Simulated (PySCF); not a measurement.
Molecular orbitals of ZnSe⁺

r²SCAN at R = 2.290 Å; basis Zn pcseg-1, Se pcseg-1; no relativity; PySCF 2.14. State: ²Π (doublet), unpaired electrons π ↑. Only the outer orbitals are listed, counted within each symmetry.

| spin | orbital | occ. | ε (eV) | on Zn (%) | main shells (%) |
| --- | --- | --- | --- | --- | --- |
| α | 6π | 1 | -19.93 | 99 | 99 Zn d |
| α | 6π | 1 | -19.85 | 99 | 99 Zn d |
| α | 13σ | 1 | -19.85 | 95 | 94 Zn d |
| α | 2δ | 1 | -19.78 | 100 | 100 Zn d |
| α | 2δ | 1 | -19.77 | 99 | 99 Zn d |
| α | 14σ | 1 | -14.73 | 43 | 53 Se p, 39 Zn s |
| α | 7π | 1 | -13.42 | 4 | 96 Se p |
| α | 7π | 1 | -12.14 | 5 | 95 Se p |
| α | 15σ | 0 | -10.78 | 74 | 54 Zn s, 27 Se p, 19 Zn p |
| α | 8π | 0 | -5.66 | 91 | 91 Zn p |
| α | 8π | 0 | -5.42 | 91 | 91 Zn p |
| β | 6π | 1 | -19.89 | 100 | 100 Zn d |
| β | 6π | 1 | -19.86 | 99 | 99 Zn d |
| β | 2δ | 1 | -19.80 | 98 | 98 Zn d |
| β | 2δ | 1 | -19.79 | 100 | 100 Zn d |
| β | 13σ | 1 | -19.74 | 92 | 92 Zn d |
| β | 14σ | 1 | -14.48 | 49 | 46 Se p, 46 Zn s |
| β | 7π | 1 | -11.77 | 6 | 94 Se p |
| β | 7π | 0 | -11.01 | 7 | 92 Se p |
| β | 15σ | 0 | -10.69 | 70 | 47 Zn s, 31 Se p, 22 Zn p |
| β | 8π | 0 | -5.54 | 90 | 90 Zn p |

Q: Which are the highest filled and the lowest empty level, where do they sit, and how wide is the gap?

A: Highest filled β 7π at -11.77 eV (in %: 94 Se p); lowest empty β 7π at -11.01 eV (in %: 92 Se p); the gap at r²SCAN is 0.76 eV. Both belong to one degenerate shell, split only by its one-sided filling, so this is no excitation gap.

```
bond order (Mayer)                                                                                                 : 1.31
⟨S²⟩                                                                                                               : 0.758
charge on Zn (Mulliken, basis-dependent)                                                                           : 0.88
charge on Zn (Löwdin, basis-dependent)                                                                             : 0.87
dipole moment (positive dipole points towards Se; it is taken about the centre of mass and depends on that origin) : -5.54 D
```

Spin–orbit coupling is left out. The state was picked by a PBE0 search and need not be the measured ground state.
